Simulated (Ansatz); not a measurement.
`CB[Se]C` + `C=C(N)[O][GeH3]` → `C[Se][BH][GeH3]` + `C=C(N)OC`  (formal exchange of groups at a B–C bond)

Program: Ansatz. Geometries: PBE0-D4/def2-TZVP. ΔE: electronic, gas phase. CCSD(T)/CBS adds triple-zeta CCSD(T) − MP2 to the extrapolated MP2 energy (def2 sets, frozen cores). DFT in def2-TZVPP. B3LYP here is the variant with VWN-RPA as its local correlation; programs differ in this. For Ge, Se outer-core shells are correlated without core-valence functions, which leaves a few kJ/mol of doubt a bond. Scalar relativity is left out up to krypton. Each species was taken in one conformer, which may not be the lowest.

`CB[Se]C`:

Cartesian coordinates in Å:
```
C -0.853 -2.006 -0.040
B -0.464 -0.508 0.144
Se 1.123 0.187 -0.645
C 1.077 2.054 -0.086
H -0.949 -2.483 0.943
H -1.847 -2.074 -0.495
H -0.159 -2.597 -0.641
H -1.138 0.252 0.779
H 0.186 2.216 0.516
H 1.970 2.271 0.497
H 1.053 2.688 -0.971
```

`C=C(N)[O][GeH3]`:

Z-matrix (Å, degrees):
```
Ge
O 1 1.806
H 1 1.533 2 102.1
H 1 1.534 2 108.8 3 -119.2
H 1 1.537 2 110.0 3 117.6
C 2 1.348 1 118.6 3 164.0
N 6 1.396 2 112.8 1 44.3
C 6 1.334 2 121.9 1 -133.4
H 7 1.012 6 113.0 2 53.0
H 7 1.009 6 113.4 2 -179.6
H 8 1.080 6 120.0 2 5.9
H 8 1.081 6 120.9 2 -173.5
```

`C[Se][BH][GeH3]`:

Z-matrix (Å, degrees):
```
C
Se 1 1.951
H 1 1.088 2 109.7
H 1 1.088 2 107.3 3 119.3
H 1 1.088 2 109.7 3 -121.4
B 2 1.884 1 103.8 3 61.4
Ge 6 2.055 2 124.1 1 0.0
H 6 1.194 2 113.1 1 -180.0
H 7 1.543 6 111.0 2 58.9
H 7 1.543 6 111.0 2 -59.0
H 7 1.538 6 113.0 2 180.0
```

`C=C(N)OC`:

Z-matrix (Å, degrees):
```
C
O 1 1.407
H 1 1.095 2 111.1
H 1 1.094 2 111.0 3 121.7
H 1 1.089 2 106.3 3 -119.2
C 2 1.349 1 117.1 3 -59.9
N 6 1.382 2 108.9 1 -177.8
C 6 1.340 2 125.8 1 -0.1
H 7 1.006 6 114.1 2 -162.3
H 7 1.008 6 113.3 2 -31.3
H 8 1.081 6 119.7 2 179.2
H 8 1.077 6 122.3 2 -2.8
```

| level | ΔE (kJ/mol) | difference from CCSD(T)/CBS |
| --- | --- | --- |
| PBE-D4 | 96.5 | -8.5 |
| r2SCAN-D4 | 105.6 | 0.6 |
| PBE0-D4 | 99.9 | -5.1 |
| B3LYP-D4 | 106.9 | 1.9 |
| ωB97X-V | 106.8 | 1.8 |
| ωB97M-V | 109.8 | 4.8 |
| B2PLYP | 111.4 | 6.4 |
| PBE | 97.5 | -7.5 |
| r2SCAN | 105.8 | 0.8 |
| PBE0 | 100.9 | -4.1 |
| B3LYP | 108.4 | 3.4 |
| HF/def2-TZVPP | 121.7 | 16.7 |
| MP2/def2-TZVPP | 114.9 | 9.9 |
| SCS-MP2/def2-TZVPP | 115.7 | 10.7 |
| CCSD/def2-TZVPP | 109.4 | 4.4 |
| CCSD(T)/def2-TZVPP | 107.5 | 2.5 |
| HF/def2-QZVPP | 122.6 | 17.6 |
| MP2/def2-QZVPP | 113.9 | 8.9 |
| SCS-MP2/def2-QZVPP | 115.3 | 10.3 |
| HF/CBS(def2) | 122.8 | 17.8 |
| MP2/CBS(def2) | 112.5 | 7.5 |
| CCSD/CBS(def2) | 106.9 | 1.9 |
| CCSD(T)/CBS | 105.0 | 0 |

Largest T1 diagnostic among the species: 0.013.

In def2-TZVPP, CCSD(T) changes the Hartree–Fock value by −14.2 kJ/mol (the triples alone add −1.9 kJ/mol) and MP2 by −6.7 kJ/mol. From PBE to PBE0 (25 % exact exchange), in def2-TZVPP and without D4, ΔE moves by +3.4 kJ/mol.

CCSD(T)/CBS has its own doubt, a few kJ/mol and more with outer-core shells, so smaller differences from it don't rank the levels.
